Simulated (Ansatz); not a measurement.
Correlation energies of C3H6BN, SMILES `BN=C1CC1` by basis set

```xyz
11

B     1.188    0.088   -2.135
N     0.529    0.039   -0.952
C    -0.067   -0.005    0.121
C    -0.497   -0.798    1.269
C    -0.842    0.698    1.138
H     2.355    0.358   -2.136
H     0.582   -0.139   -3.143
H     0.246   -1.083    2.006
H    -1.299   -1.516    1.129
H    -1.870    0.963    0.913
H    -0.325    1.395    1.790
```

Total charge 0; spin multiplicity 1. The structure was optimised at the PBE0-D4/def2-TZVP level. Frozen core, restricted reference, Ansatz 0.2.0. CBS rows extrapolate triple and quadruple zeta; past MP2 they add the triple-zeta difference.

```json
{"basis": "def2-SVP", "HF (Eh)": "-196.03153", "MP2 corr.": "-0.64857"}
{"basis": "def2-TZVPP", "HF (Eh)": "-196.24782", "MP2 corr.": "-0.78744"}
{"basis": "def2-QZVPP", "HF (Eh)": "-196.25662", "MP2 corr.": "-0.83797"}
```

Estimate the CCSD correlation energy and the (T) correction in each basis where they were run (hartree).


| basis | CCSD corr. | (T) |
| --- | --- | --- |
| def2-SVP | -0.69449 | -0.02578 |
| def2-TZVPP | -0.82269 | -0.03814 |
| CBS(def2) | -0.91065 | as TZ |
